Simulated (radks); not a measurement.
All-electron atom: Ni III in [Ar] 3d8. All-electron calculation, scalar-relativistic Kohn-Sham, exchange-only r2SCAN, spin-polarised, spherical densities, finite nucleus; open shells are filled with parallel spins first; meta-GGA in the generalised Kohn-Sham scheme; Fermi nuclear charge, rms radius 3.7757 fm. Program: a radial shooting solver on a logarithmic mesh with Libxc functionals.

Radial electron density D(r) = 4 pi r^2 rho(r):

r (bohr),D(r) (e/bohr),spin D(r)
0.002582,1.224,-0.0000325
0.002911,1.519,-0.0000403
0.003283,1.882,-0.0000499
0.003701,2.325,-0.0000617
0.004173,2.864,-0.0000759
0.004743,3.565,-0.0000945
0.005348,4.359,-0.000115
0.006029,5.307,-0.000140
0.006798,6.429,-0.000170
0.007665,7.747,-0.000205
0.008711,9.388,-0.000248
0.009822,11.16,-0.000294
0.01107,13.16,-0.000347
0.01249,15.39,-0.000405
0.01419,17.98,-0.000473
0.016,20.57,-0.000541
0.01804,23.23,-0.000612
0.02034,25.88,-0.000683
0.02293,28.38,-0.000752
0.02607,30.73,-0.000821
0.02939,32.46,-0.000878
0.03314,33.59,-0.000923
0.03736,34.02,-0.000951
0.04212,33.70,-0.000949
0.04788,32.60,-0.000883
0.05398,31.05,-0.000698
0.06086,29.31,-0.000266
0.06862,27.78,0.000658
0.07737,26.87,0.00252
0.08794,26.98,0.00640
0.09915,28.27,0.0131
0.1118,30.60,0.0250
0.126,33.52,0.0450
0.1421,36.32,0.0769
0.1615,38.22,0.130
0.1821,38.24,0.203
0.2053,36.19,0.306
0.2315,32.26,0.446
0.261,27.19,0.626
0.2967,21.80,0.862
0.3345,17.97,1.12
0.3771,16.08,1.40
0.4252,16.18,1.68
0.4794,17.66,1.92
0.5449,19.57,2.10
0.6144,20.53,2.17
0.6927,20.08,2.12
0.781,18.18,1.96
0.8877,15.04,1.70
1.001,11.68,1.42
1.128,8.494,1.12
1.272,5.829,0.844
1.435,3.809,0.598
1.63,2.314,0.386
1.838,1.396,0.237
2.073,0.8097,0.133
2.337,0.4467,0.0672
2.635,0.2306,0.0296
2.995,0.1036,0.0101
3.377,0.04390,0.00272
3.807,0.01641,0.000350

D(r) has 3 maxima, at r = 0.0377, 0.172, 0.629 bohr, and minima at 0.0818, 0.399 bohr, inside which lie 2.11, 10.81 electrons.
